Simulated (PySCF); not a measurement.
# RbS at r²SCAN0

Computed with r²SCAN0; PySCF, spin-free X2C with a Gaussian nucleus, basis sets Rb x2c-TZVPPall, S x2c-TZVPPall.

```json
{"state": "²Π (doublet), unpaired electrons π ↑", "bond length": "2.939 Å", "harmonic wavenumber": "217 cm⁻¹", "force constant": "0.645 mdyn/Å", "rotational constant Be": "0.08403 cm⁻¹", "anharmonicity ωexe": "0.778 cm⁻¹", "vibration–rotation constant αe": "0.000426 cm⁻¹", "well depth De to Rb + S": "63.4 kcal/mol", "dissociation energy D0": "63.1 kcal/mol", "bond order (Mayer)": "0.68", "dipole moment (positive dipole means Rb(−)S(+))": "-10.57 D"}
```

Spin–orbit coupling is left out. The state was picked by a PBE0 search and need not be the measured ground state.
